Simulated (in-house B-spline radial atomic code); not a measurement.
A fraction x of an electron is moved 3d → 5f in the barium ion Ba³⁺, starting from [Kr] 4d10 5s2 5p5 and keeping the highest spin. Method: scalar-relativistic (X2C) BHandHLYP, spin-polarised, spherical fractional occupations, Fermi nucleus of rms radius 4.8378 fm. Calculated with a B-spline radial code for spherical atoms.

Caution: exact exchange at fractional occupations of open shells leaves self-interaction of up to several eV.

```
    x  E(x) - E(0) (eV)  3d down level (eV)  5f up level (eV)
    0            0.0000            -815.625                 -
0.125          101.2096            -820.543            -8.595
 0.25          202.9903            -825.468            -8.919
0.375                 ?                   ?                 ?
  0.5          408.2843            -835.311            -9.501
0.625                 ?                   ?                 ?
 0.75          615.8968            -845.131           -10.040
0.875          720.5731            -850.028           -10.299
    1          825.8290            -854.917           -10.553
```

What belongs in the row x = 0.375?

An energy change of 305.3479 eV; 3d down at -830.392 eV, 5f up at -9.218 eV.

What belongs in the row x = 0.625?

An energy change of 511.8005 eV; 3d down at -840.225 eV, 5f up at -9.775 eV.

Check Janak's theorem between x = 0.125 and 0.25.

The slope of the energy is 814.25 eV; the orbital levels give 814.25 eV (ε of the receiving orbital less ε of the emptying one, averaged over the two points).
